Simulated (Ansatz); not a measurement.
Species: LiCl (charge 0, singlet). 
Coordinates optimised at B3LYP-D3(BJ)/def2-TZVP (Ansatz, a quantum-chemistry and plane-wave program):
```xyz
2

Li     0.0000     0.0000    -1.7146
Cl     0.0000     0.0000     0.3026
```
Charge 0, spin multiplicity 1.

Basis-set convergence of Hartree-Fock and CCSD correlation energies (hartree) with Ansatz. Cores are frozen in the correlated levels unless marked. No spin-orbit coupling. Non-relativistic.

| basis | functions | E(HF) | E(corr, CCSD) |
|---|---|---|---|
| def2-SVP | 27 | -466.87619 | -0.14940 |
| def2-TZVPP | 61 | -467.04132 | -0.21754 |
| def2-QZVPP | 105 | -467.05540 | -0.23918 |

Extrapolating the two largest sets (X = 3 and 4) as X^-3: E(corr) = (64·(-0.23918) - 27·(-0.21754))/37 = -0.2550 Eh, an estimate of the basis-set limit. The largest set recovers 93.8 % of it, the smallest 58.6 %.
